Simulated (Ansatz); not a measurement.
Relaxation of ClF3H3PTi (9 atoms, charge 0, multiplicity 1), to a largest force component of 0.03 eV/Å in at most 50 steps.

Theory: Ansatz, RKS PBE/def2-SVP.

```xyz
9
Properties=species:S:1:pos:R:3
Ti 0.159 0.578 -0.358
F 0.866 -0.300 2.447
F 1.494 -0.491 -0.687
Cl -0.519 1.563 -2.196
F -1.203 -0.205 0.405
P 0.826 2.359 1.157
H 2.219 2.034 0.967
H 0.818 3.399 0.157
H 0.169 0.293 2.628
```

Q: Where does it end, and by what steps?

A: The run converged. The force dipped under the threshold on the way, but the program's further checks kept it going. After 16 steps the energy has fallen by 0.204 eV; H8 moved furthest, 0.88 Å. Joined: Ti1–F2 (3.02 → 2.31 Å).

```json
{"step": "0", "energy less start (eV)": "0.0000", "largest force component (eV/Å)": "0.366", "accepted": "yes"}
{"step": "1", "energy less start (eV)": "-0.0299", "largest force component (eV/Å)": "0.964", "accepted": "yes"}
{"step": "2", "energy less start (eV)": "-0.0911", "largest force component (eV/Å)": "0.662", "accepted": "yes"}
{"step": "3", "energy less start (eV)": "-0.1080", "largest force component (eV/Å)": "0.870", "accepted": "yes"}
{"step": "4", "energy less start (eV)": "-0.1284", "largest force component (eV/Å)": "0.537", "accepted": "yes"}
{"step": "5", "energy less start (eV)": "-0.1379", "largest force component (eV/Å)": "0.725", "accepted": "yes"}
{"step": "6", "energy less start (eV)": "-0.1592", "largest force component (eV/Å)": "0.159", "accepted": "yes"}
{"step": "7", "energy less start (eV)": "-0.1686", "largest force component (eV/Å)": "0.163", "accepted": "yes"}
{"step": "8", "energy less start (eV)": "-0.1734", "largest force component (eV/Å)": "0.344", "accepted": "yes"}
{"step": "9", "energy less start (eV)": "-0.1834", "largest force component (eV/Å)": "0.208", "accepted": "yes"}
{"step": "10", "energy less start (eV)": "-0.1865", "largest force component (eV/Å)": "0.278", "accepted": "yes"}
{"step": "11", "energy less start (eV)": "-0.1926", "largest force component (eV/Å)": "0.213", "accepted": "yes"}
{"step": "12", "energy less start (eV)": "-0.1978", "largest force component (eV/Å)": "0.133", "accepted": "yes"}
{"step": "13", "energy less start (eV)": "-0.2016", "largest force component (eV/Å)": "0.112", "accepted": "yes"}
{"step": "14", "energy less start (eV)": "-0.2034", "largest force component (eV/Å)": "0.034", "accepted": "yes"}
{"step": "15", "energy less start (eV)": "-0.2038", "largest force component (eV/Å)": "0.011", "accepted": "yes"}
{"step": "16", "energy less start (eV)": "-0.2040", "largest force component (eV/Å)": "0.019", "accepted": "yes"}
```

```xyz
9
Properties=species:S:1:pos:R:3
Ti 0.174 0.361 -0.116
F 0.405 -0.335 2.079
F 1.284 -0.951 -0.404
Cl 0.137 1.449 -2.022
F -1.504 0.010 0.196
P 1.135 2.284 1.264
H 2.211 2.596 0.369
H 0.222 3.289 0.800
H 0.765 0.527 2.354
```

Whether the end is a true minimum wasn't checked by a vibrational analysis.

Run time: 21 s on 4 threads of Intel(R) Xeon(R) Platinum 8488C (Sapphire Rapids) (shared host), peak memory 0.22 GiB.
